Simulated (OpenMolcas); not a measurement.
**Pd²⁺: effect of the IPEA shift**

| Property | Result |
| --- | --- |
| Program | OpenMolcas |
| Basis | ANO-RCC-VTZP [7s6p4d2f1g] |
| Scalar Hamiltonian | DKH2, point nucleus |
| Active space | 8 electrons in 5 orbitals (4d) |
| State averaging | 2S+1 = 3 even, 10 roots; 2S+1 = 1 even, 15 roots |
| Spin-orbit coupling | state interaction with AMFI integrals over the reference wave functions, term energies averaged over their components |

Methods on the same reference wave functions:
A. CASSCF
B. SS-CASPT2, IPEA 0 Eh, imaginary shift 0.1 Eh (closed shells correlated: 4s 4p)
C. SS-CASPT2, IPEA 0.25 Eh, imaginary shift 0.1 Eh (closed shells correlated: 4s 4p)

Energies in cm⁻¹ above 4d⁸ ³F₄, the measured ground level; measured values from Moore, Atomic Energy Levels, vol. III, NSRDS-NBS 35 (1971 reprint of NBS Circular 467, 1958).

```json
{"Level": "4d⁸ ³F₄", "A": "0.0", "B": "0.0", "C": "0.0", "Measured": "0.0"}
{"Level": "4d⁸ ³F₃", "A": "3119", "B": "3140", "C": "3140", "Measured": "3230"}
{"Level": "4d⁸ ³F₂", "A": "4806", "B": "4560", "C": "4560", "Measured": "4687"}
{"Level": "4d⁸ ³P₁", "A": "17416", "B": "13590", "C": "14060", "Measured": "13470"}
{"Level": "4d⁸ ³P₀", "A": "17745", "B": "13850", "C": "14310", "Measured": "13699"}
{"Level": "4d⁸ ¹G₄", "A": "21504", "B": "18390", "C": "18210", "Measured": "17880"}
{"Level": "4d⁸ ¹S₀", "A": "50311", "B": "42110", "C": "42070", "Measured": ""}
```

Deviations, from unrounded energies. A percentage is the sum of absolute deviations over the sum of measured energies, with the sign that they share, or ± where signs differ.

```tsv
Against measurement	Levels	A	B	C
mean absolute deviation (cm-1)	5	2400	200	350
fine structure of the ground term (%)	2	±2.9	-2.7	-2.7
other terms of the ground configuration (%)	3	+25.8	+1.7	+3.4
```

B lies closest to measurement on these levels and A furthest from it. The largest miss of B in the table is 4d⁸ ¹G₄, by +510 cm-1. The ranking rests on the paired levels alone, and a cruder setting can come out closer through cancelling errors.

Between B and C the level of the table that moves most is 4d⁸ ³P₁, by 470 cm-1 (lowest in B, highest in C). Moves below CASPT2's spread within the term are not significant.

The mean deviations of B to C differ by less than CASPT2's widest spread within a term (1500 cm-1), so their order carries little weight.

From A to B the spin-free energies of the other terms of 4d⁸ shown, above ³F, scale by factors of 0.73 to 0.83, as is usual when dynamic correlation screens the repulsion within a d or f shell.

The lowest spin-free term lies below A's lowest term by 0.521 hartree in B, 0.513 hartree in C.

CASPT2 breaks the degeneracy within a term, and the mean is taken; among the terms shown or strongly mixed into the levels shown the widest spread is 1500 cm-1 (4d⁸ ³F, B). Levels of configurations with an s electron are missing; early in the row they begin among the upper levels of the d shell and mix with terms of their name. Without dynamic correlation excited terms often stand tens of per cent too high (terms of higher spin than the ground term too low), and those without a measured partner can miss by more than the paired ones (holds for A). Computed and measured levels are paired by configuration, term and J; levels that our copy of the source lacks, or whose pairing is in doubt (as where it misses far off the trend of its configuration), stay unpaired and out of the deviations. Only configurations of the active space appear. Levels that lie high or do not pair safely by name in every column are left out.
